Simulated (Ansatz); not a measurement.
**CH5SiTe+: structure from calculated spectroscopic constants**

These gas-phase data were calculated for one isomer of CH5SiTe+ at PBE0-D3(BJ)/def2-SVP (harmonic, unscaled wavenumbers; equilibrium rotational constants with average atomic masses):

| Quantity | Value |
| --- | --- |
| rotational constants | 12.27, 2.601, 2.298 GHz |
| all wavenumbers above 1500 cm⁻¹ | 3246, 3142, 2356, 2310, 2157 |

Candidates:

(1) `C1[SiH2][TeH+]1`, a singlet
(2) `C[Te+]=[SiH2]`, a singlet

Problem. Which structure fits?

Solution. Candidate (1). 2 modes lie between 2750 and 3290 cm⁻¹, one for each C–H bond, while (2) has 3.

The same quantities for all candidates:

```
     rotational constants (GHz)   wavenumbers above 1500 cm⁻¹  E above the lowest, PBE0-D3(BJ)/def2-SVP (kcal/mol)
(1)         12.27, 2.601, 2.298  3246, 3142, 2356, 2310, 2157                                                  2.5
(2)         7.528, 3.193, 2.275  3237, 3233, 3091, 2335, 2280                                                  0.0
```

Harmonic stretches to hydrogen usually lie a few per cent above observed fundamentals. Each candidate is one conformer. Atoms past krypton carry core potentials. Programs: Ansatz 0.2.0.
